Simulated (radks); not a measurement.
Coulomb parameter of the 5d shell of the gold ion Au+ in the model configuration [Xe] 4f14 5d9 6p1, as a second difference U = [E(n + 0.5) + E(n - 0.5) - 2 E(n)] / (0.5)^2 with all orbitals relaxed. "Bare": the charge of the atom changes with n. "Screened": the 6p shell takes up the change at fixed total charge, which measures U(5d,5d) + U(6p,6p) - 2 U(5d,6p). All-electron calculation, Dirac Kohn-Sham, PBE, spin-unpolarised, spherical densities, finite nucleus; open shells are shared between the two j in proportion to 2j + 1; Fermi nuclear charge, rms radius 5.4371 fm. Program: a radial shooting solver on a logarithmic mesh with Libxc functionals.

[
 {"case": "start", "configuration": "[Xe] 4f14 5d9 6p1", "E - E(n) (eV)": "0.000"},
 {"case": "bare +0.5", "configuration": "[Xe] 4f14 5d9.5 6p1", "E - E(n) (eV)": "-8.278"},
 {"case": "bare -0.5", "configuration": "[Xe] 4f14 5d8.5 6p1", "E - E(n) (eV)": "11.122"},
 {"case": "screened +0.5", "configuration": "[Xe] 4f14 5d9.5 6p0.5", "E - E(n) (eV)": "-5.175"},
 {"case": "screened -0.5", "configuration": "[Xe] 4f14 5d8.5 6p1.5", "E - E(n) (eV)": "5.800"}
]

U(bare) = 11.374 eV, U(screened by 6p) = 2.499 eV.
